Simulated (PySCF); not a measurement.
**How methods differ on the excitation energy of Ge⁺**

Ge⁺ [Ar] 3d10 4s2 4p1 (2P) → Ge⁺ [Ar] 3d10 4s1 4p1 5s1 (4P), as a difference of total energies. All numbers are calculated (PySCF 2.14, a scalar-relativistic core potential, in aug-cc-pVTZ-PP with one added diffuse shell each of s, d, f type with ECP10MDF (7s5p5d3f, 68 functions)). Correlated levels: valence: 3s2 3p6 3d10 frozen. The calculations carry no spin-orbit coupling.

```csv
method,excitation energy (eV)
UHF,13.570
MP2 (valence),14.389
SCS-MP2 (valence),14.672
CCSD (valence),14.635
CCSD(T) (valence),14.654
```

Problem. How much does correlation contribute at CCSD(T) (valence)?

Solution. 14.654 − (13.570) = 1.084 eV, measured against UHF.

The promoted electron is Rydberg-like, and one or two diffuse shells describe it only roughly, which tends to raise the upper state.
